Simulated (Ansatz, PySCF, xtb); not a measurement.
Process, species as SMILES: C=C(F)F + 4 [H][H] (H2) -> 2 C (CH4) + 2 F (HF)
Each molecule is optimised on its own at B3LYP-D3(BJ)/def2-TZVP (Ansatz, a program for electronic structure).

Property: energy of full hydrogenation (enthalpy at 298 K, with B3LYP-D3(BJ) rigid-rotor harmonic-oscillator terms from PySCF), in kcal/mol. Correlated levels leave the core frozen unless marked. No spin-orbit coupling. No relativistic terms. CBS marks a two-point X^-3 extrapolation of the correlation energy; Hartree-Fock from the larger set. The bracket is a focal-point correction in the basis named.

From measured enthalpies of formation at 298 K: -86.4 kcal/mol (C=C(F)F -79.6, ATcT 1.112; [H][H] (H2) 0.0, ATcT 1.112; C (CH4) -17.8, ATcT 1.112; F (HF) -65.2, ATcT 1.112). It holds spin-orbit effects, which the calculations lack, and core correlation, which the frozen-core levels lack.

| level | program | energy of full hydrogenation (kcal/mol) | error against measurement |
|---|---|---|---|
| GFN1-xTB | xtb | -85.0 | 1.4 |
| revPBE-D3(BJ)/def2-TZVPD | Ansatz + dftd3 | -73.8 | 12.6 |
| B2PLYP/def2-TZVPD | Ansatz | -78.9 | 7.5 |
| SCS-MP2/aug-cc-pVTZ | Ansatz | -83.6 | 2.8 |
| CCSD/6-31G | Ansatz | -69.1 | 17.3 |
| CCSD/6-31G* | Ansatz | -60.7 | 25.7 |
| RI-MP2/CBS(aug-cc-pVTZ,aug-cc-pVQZ)+[CCSD(T)-MP2]/aug-cc-pVTZ | Ansatz | -82.6 | 3.8 |

Nearest to the measured value here: GFN1-xTB; farthest: CCSD/6-31G*.
